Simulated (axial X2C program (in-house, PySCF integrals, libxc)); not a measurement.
Bond lengths and stretching modes, held linear, of OTeO⁺

Calculated with an in-house all-electron X2C program for linear molecules (integrals from PySCF): two-component X2C with atomic mean-field Coulomb and Gaunt terms, Gaussian nuclei, basis O dyall-av3z, Te dyall-v3z with contracted cores. Spin-free rows use the one-electron spin-free X2C Hamiltonian.

Masses O 15.995, Te 129.906, O 15.995 u. States: 2c Ω = 1/2 (beyond evenly filled blocks: ω = 1/2); spin-free M_S = 1/2, Λ = 0 (beyond evenly filled blocks: σα).

PBE, spin-free: energies above the lowest point

```
r(O–Te) (Å)  r(Te–O) (Å)  E (meV)
     1.7648       1.7648   233.88
     1.7648       1.8100   131.71
     1.7648       1.8552   101.15
     1.8100       1.7648   131.71
     1.8100       1.8100    37.32
     1.8100       1.8552    14.64
     1.8100       1.9005    46.09
     1.8552       1.7648   101.15
     1.8552       1.8100    14.64
     1.8552       1.8552     0.00
     1.9005       1.8100    46.09
     1.9005       1.9005    87.48
```

Q: Fit a quadratic surface with cubic terms in each bond: where is the minimum, and what are the two stretching wavenumbers?

A: At PBE, spin-free: bonds 1.844 and 1.844 Å; harmonic stretches 722.1 and 742.9 cm⁻¹; force constants 4.57, 4.57 and coupling 0.63 mdyn/Å.

The other levels and Hamiltonians give:

```json
{"Hamiltonian": "2c", "level": "PBE", "r(O–Te) (Å)": "1.846", "r(Te–O) (Å)": "1.846", "lower stretch (cm⁻¹)": "718.3", "upper stretch (cm⁻¹)": "739.3"}
```

Each state is one determinant, the lowest of a limited PBE0 search; the stretches come from a fit to these few points and carry an uncertainty of a few per cent. Other orders of the atoms were not compared. Left out for rough or failed fits: PBE0 2c, HF 2c, MP2 2c, PBE0 spin-free, HF spin-free, MP2 spin-free. The molecule was held linear; bending was not examined, so a bent shape may lie lower.
